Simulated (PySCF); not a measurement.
C2H5FO2Si, SMILES CC(=O)O[SiH2]F.

The structure is a stationary point at B3LYP-D3(BJ)/def2-SVP. The values are those of a single conformer.

Two levels are set side by side: PBE/def2-TZVP (PySCF) and PBE0/def2-TZVP (PySCF). Same geometry, gas phase. Differences are taken from unrounded values.

| quantity | PBE0 | PBE | PBE minus PBE0 |
|---|---|---|---|
| orbital gap (eV) | 8.19 | 5.35 | -2.84 |
| highest occupied level (eV) | -8.46 | -6.77 | 1.69 |
| lowest empty level (eV) | -0.28 | -1.43 | -1.15 |
| dipole moment (D) | 1.59 | 1.55 | -0.04 |
| mean polarisability (bohr³) | 52.7 | 55.4 | 2.6 |

PBE's occupied levels lie high since its potential decays too fast outside the molecule; exact exchange lowers them and widens the gap. PBE's more diffuse valence density responds more strongly to a field. Differences between two approximate levels are no errors against the true value.

Rough cost on one machine, each run with all the roots and properties that it gave: PBE0 against PBE within a factor of 2.
